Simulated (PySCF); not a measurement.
Bonds broken one at a time in the series Ga Cl-CH3. All species are isolated molecules in the gas phase. Strings in code marks are SMILES.

The four lowest singlet excitations (Tamm–Dancoff). All values below come from PBE0-D4/def2-TZVP (PySCF 2.14.0). Excitations are Tamm–Dancoff values on a coarser integration grid. The basis has no diffuse functions, so Rydberg states are missing or too high.

| state | energy (eV) | wavelength (nm) | oscillator strength |
|---|---|---|---|
| S1 | 6.16 | 201 | 0.003 |
| S2 | 6.30 | 197 | 0.000 |
| S3 | 6.70 | 185 | 0.000 |
| S4 | 6.91 | 179 | 0.124 |

Name which member gives these states.
A. `[CH3][Ga]([CH3])[CH3]`
B. `[Cl][Ga]([Cl])[Cl]`
C. `[CH3][Ga]([CH3])[Cl]`
D. `[CH3][Ga]([Cl])[Cl]`

D, `[CH3][Ga]([Cl])[Cl]`
